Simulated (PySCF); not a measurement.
BH2(iBu), C₄H₁₁B.
Cartesian coordinates in Å at the PBE0-D3(BJ)/def2-SVP level; atoms count from 1:
```xyz
16
C4H11B angstrom
B      0.9574    1.2209    1.2710
H      1.3630    1.6054    2.3461
H      1.2537    1.8730    0.2932
C      0.0828   -0.0665    1.2182
C     -0.4154   -0.5963   -0.1303
C      0.7472   -0.9942   -1.0340
C     -1.3319    0.4096   -0.8187
H     -0.7713    0.1336    1.8999
H      0.6432   -0.8489    1.7700
H     -1.0101   -1.5074    0.0642
H      1.3708   -0.1198   -1.2829
H      0.3886   -1.4267   -1.9811
H      1.3963   -1.7411   -0.5498
H     -0.7927    1.3440   -1.0460
H     -2.1949    0.6682   -0.1844
H     -1.7213    0.0123   -1.7690
```

Computed at PBE0/pcSseg-1 (PySCF, non-relativistic), with Q(11B) = 0.04059 b: B1, 11B (I = 3/2): χzz = 6.050 MHz, η = 0.081.

Find the zero-field quadrupole resonance frequencies of 11B at B1.

From ν = (|χ|/2)√(1 + η²/3): ν = 3.028 MHz (boron bonded to C and 2 H).

In a crystal, neighbours and librations shift these lines. Isolated species at its PBE0-D3(BJ)/def2-SVP geometry (one conformer only). With a basis this small, the couplings can be 20 % off.
